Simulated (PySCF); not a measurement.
# Frontier orbitals and the lowest excitations

C₂H₈P₂SSi₂.
Structure used (PBE0-D3(BJ)/def2-SVP), in Å, numbered top down from 1:
```
atom  x, y, z in Å
C1    -2.801    0.199   -0.584
C2    -1.463   -0.402   -0.859
S3    -1.231   -1.650   -1.876
Si4    0.059    0.290    0.063
P5     1.840    0.648   -1.308
Si6    2.783   -0.407    0.485
P7     0.921   -1.265    1.496
H8    -3.033    0.116    0.493
H9    -3.595   -0.286   -1.168
H10   -2.784    1.281   -0.804
H11   -0.303    1.536    0.805
H12    1.540   -0.622   -1.907
H13    3.822   -1.421    0.134
H14    3.380    0.624    1.385
H15    0.788   -2.221    0.434
```

Level of theory: TDDFT CAM-B3LYP/def2-SVPD, vertical, gas phase, core orbitals frozen in the response in PySCF 2.14.0, density-fitted response routines.

Frontier orbitals with the atoms that hold most of them (Löwdin shares over 4%, at most four atoms; ? is withheld):

| orbital | ε (eV) | atoms |
| --- | --- | --- |
| HOMO-3 | -9.52 | S3 25%, P5 19%, C2 15%, P7 13% |
| HOMO-2 | -9.22 | P7 20%, Si6 18%, Si4 16%, P5 16% |
| HOMO-1 | -8.00 | ? |
| HOMO | ? | S3 60%, C2 13%, P5 7%, Si4 6% |
| LUMO | -1.68 | ? |
| LUMO+1 | 0.17 | Si6 19%, P7 18%, P5 17%, Si4 16% |
| LUMO+2 | 0.55 | Si6 20%, Si4 14%, P5 13%, P7 13% |

Problem. Which atoms hold the LUMO, and with what shares?

Solution. S3 (bonded to C) 38%; C2 (bonded to C, S and Si) 36%; Si4 (bonded to C, 2 P and H) 6%; C1 (bonded to C and 3 H) 6%. By element: carbon 42%, sulfur 38%, silicon 6% or more.

Problem. Which atoms hold the HOMO-1, and with what shares?

Solution. P7 (bonded to 2 Si and H) 36%; P5 (bonded to 2 Si and H) 33%; S3 (bonded to C) 9%; Si4 (bonded to C, 2 P and H) 6%. By element: phosphorus 69%, sulfur 9%, silicon 6% or more.

Problem. What is the HOMO energy, and the HOMO–LUMO gap?

Solution. ε(HOMO) = -7.89 eV; the gap is 6.21 eV (0.2283 hartree).

Problem. The HOMO–LUMO gap is 6.21 eV. Where does the response calculation put the lowest singlet, and from which orbitals?

Solution. S1 is at 2.13 eV (f = 0.0000), 4.09 eV below the gap, made of HOMO→LUMO (87%), HOMO-1→LUMO (10%). Without the coupling terms of the response equations the lowest excitation would equal the gap.

Problem. Give energy, strength and leading configuration of S1, S2, S3, S4 and S8, and follow the Löwdin shares of the leading atoms from the occupied to the empty orbital.

Solution. 
- S1 (2.13 eV, f 0.0000), HOMO→LUMO (87%): S3 60% → 38%, C2 13% → 36%; low, almost dark, from the terminal sulfur into the C=S bond, the pattern of n→π*
- S2 (3.79 eV, f 0.015), HOMO-1→LUMO (88%): P7 36% → at most 6%, P5 33% → at most 6%, S3 9% → 38%, C2 at most 7% → 36%
- S3 (4.61 eV, f 0.0034), HOMO-2→LUMO (89%): P7 20% → at most 6%, Si6 18% → at most 6%, S3 at most 16% → 38%, C2 at most 16% → 36%
- S4 (5.08 eV, f 0.0009), HOMO-1→LUMO+1 (78%): P7 36% → 18%, P5 33% → 17%, Si6 at most 7% → 19%
- S8 (5.65 eV, f 0.0009), HOMO→LUMO+1 (70%): S3 60% → at most 17%, C2 13% → at most 17%, Si6 at most 6% → 19%, P7 at most 6% → 18%

Löwdin shares depend on the basis, the more so with diffuse functions.

Time: 7.4 min of wall time; peak memory 1.2 GiB. Hardware: one thread of an Intel Xeon Platinum 8259CL at 2.50 GHz, no GPU (shared host).

One conformer stands for the species.
